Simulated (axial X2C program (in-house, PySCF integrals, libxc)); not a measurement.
Working with the constants of TiBr

A bond curve at the CCSD(T) level, 2c, was computed with an in-house relativistic program for diatomic molecules (basis Br dyall-cv3z [8s9p6d4f1g], Ti dyall-cv3z [10s10p6d4f2g] (cores contracted in-house)) for the state Ω = 3/2 (⟨Sz⟩ = -1.50, ⟨Lz⟩ = 3.00 at HF). Its fit gives Re = 2.4580 Å, ωe = 295.8 cm⁻¹, ωexe = 0.73 cm⁻¹ and αe = 3.766e-04 cm⁻¹; the masses are 78.9183 and 47.9479 u. Two-component means X2C with spin–orbit coupling and atomic mean-field Coulomb and Gaunt terms.

Correlated methods: 11 electrons correlated (number of frozen shells: Br 3 s, 2 p, 1 d; Ti 3 s, 2 p), 295 virtual spin orbitals or spinors in MP2, 90 natural virtuals in coupled cluster.

Find the reduced mass, Be and the force constant.

From the CCSD(T) values: μ = 29.8264 u. Be = 16.8576/(μ Re²) = 0.09355 cm⁻¹. k = 5.8918×10⁻⁷ μ ωe² = 1.54 mdyn/Å.

A Morse curve ties αe to the other constants (Pekeris). How well does that hold?

αe(Morse) = 6Be²/ωe × (√(ωexe/Be) − 1) = 3.184e-04 cm⁻¹; the CCSD(T) curve gives 3.766e-04 cm⁻¹, a ratio of 0.85.

Estimate De from a Morse curve and compare with the computed well depth of 3.402 eV to Br + Ti.

De(Morse) = ωe²/(4ωexe) = 3.715 eV against 3.402 eV computed, a ratio of 1.09. For De the Morse form works well here.

Where do the fundamental and the first overtone lie?

ν(1←0) = ωe − 2ωexe = 294.3 cm⁻¹; ν(2←0) = 2ωe − 6ωexe = 587.2 cm⁻¹.

Estimate the centrifugal constant by the Kratzer relation.

D = 4Be³/ωe² = 3.74e-08 cm⁻¹.

One determinant describes the state; a PBE0 search over occupations chose it and may have missed a lower one. Dissociation energies refer to the lowest single-determinant-based atoms at the same level and basis. Coupled cluster ran in a truncated set of natural virtual spinors; the MP2 energy of the rest was added. (T) has no such correction and the atoms are truncated less, which lowers De at CCSD(T) by a hundredth of an eV or more. In 2c an atomic determinant is not the ground J level, so De misses part of the atomic spin–orbit lowering. This holds for CCSD(T). PBE0 can misorder states that lie within some tenths of an eV, so this need not be the ground state of the molecule. The nearest other 2c determinant of the search, Ω = 9/2, lies 0.06 eV up at the distance of the search. With several unpaired electrons one determinant need not be a pure state. The outer-core s and p shells of the metal are frozen in the correlated rows, which leaves out core–valence correlation; for alkali and alkaline-earth bonds that tends to lengthen them. With the outer-core shells frozen, correlated bond lengths of heavy atoms tend to come out a few hundredths of an ångström too long.
